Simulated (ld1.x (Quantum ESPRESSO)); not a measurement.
## Dy, TM: configuration errors across variants

ld1.x (Quantum ESPRESSO) 7.5 input, shortened:

```
&input
   title='Dy', zed=66., rel=2, dft='PBE', iswitch=3,
   config='[Xe] 4f10 5d0 6s1.5 6p0.5', rel_dist='average'
 /
 &inputp
   pseudotype=2, tm=.true., lloc=0,
   nlcc=.false.
 /
4
5P  2  1   6.00   0.00  2.10  2.10  0.0
5D  3  2   0.00   0.00  2.35  2.35  0.0
4F  4  3  10.00   0.00  1.10  1.10  0.0
6S  1  0   1.50   0.00  3.00  3.00  0.0
 &test
   configts(1)='4f10 5p6 5d0 6s1.5 6p0.5'
 /
```

Open shells are filled in proportion to 2j + 1 (rel_dist='average').

Occupied shells without a wave of their own: 6p. They enter only through the test configuration that unscreens the potential.

All-electron excitation energies from the reference (eV): (1) 4f10 5p6 5d0 6s2 6p0 -1.309; (2) 4f10 5p6 5d0 6s1 6p0 4.929; (3) 4f10 5p6 5d0 6s0 6p0 16.597; (4) 4f10 5p6 5d1 6s0 6p0 7.073; (5) 4f10 5p6 5d0 6s1.5 6p0 1.172; (6) 4f9 5p6 5d1 6s1 6p0 9.842; (7) 4f8 5p6 5d0 6s0 6p0 86.760.

For the base: The 6p level has no wave, so the channel is fitted at the deeper level alone: the likely source of the large errors.

The file “base” misses its own reference levels by 0.3 eV. The file “wave 5p (bound): rc 2.10 bohr becomes 5p (bound): rc 1.74 bohr” misses its own reference levels by 0.3 eV. The file “wave 5p (bound): rc 2.10 bohr becomes 5p (bound): rc 1.90 bohr” misses its own reference levels by 0.3 eV. The file “wave 5p (bound): rc 2.10 bohr becomes 5p (bound): rc 2.30 bohr” misses its own reference levels by 0.3 eV. The file “wave 5p (bound): rc 2.10 bohr becomes 5p (bound): rc 2.62 bohr” misses its own reference levels by 0.3 eV. The file “wave 5p (bound): rc 2.10 bohr becomes 5p (bound): rc 2.90 bohr” misses its own reference levels by 0.3 eV. The file “wave 5p (bound): rc 2.10 bohr becomes 5p (bound): rc 3.18 bohr” misses its own reference levels by 0.3 eV.

Errors AE − PS in meV (a dash: test not solved or not reliable):

```tsv
change	(1)	(2)	(3)	(4)	(5)	(6)	(7)	bound ghosts
base	+112	+234	+384	+178	+170	-763	-3863	none
wave 5p (bound): rc 2.10 bohr becomes 5p (bound): rc 1.74 bohr	+112	+235	+386	+179	+170	-796	-4086	none
wave 5p (bound): rc 2.10 bohr becomes 5p (bound): rc 1.90 bohr	+112	+235	+385	+178	+170	-782	-3994	none
wave 5p (bound): rc 2.10 bohr becomes 5p (bound): rc 2.30 bohr	+112	+233	+383	+177	+169	-747	-3748	none
wave 5p (bound): rc 2.10 bohr becomes 5p (bound): rc 2.62 bohr	+111	+232	+382	+177	+169	-736	-3664	none
wave 5p (bound): rc 2.10 bohr becomes 5p (bound): rc 2.90 bohr	+111	+233	+382	+177	+169	-736	-3663	none
wave 5p (bound): rc 2.10 bohr becomes 5p (bound): rc 3.18 bohr	+112	+235	+384	+179	+170	-743	-3730	none
```

Give the same row for: wave 5p (bound): rc 2.10 bohr becomes 5p (bound): rc 1.36 bohr.

+113, +235, +386, +179, +171, -817, -4225; bound ghosts: none.
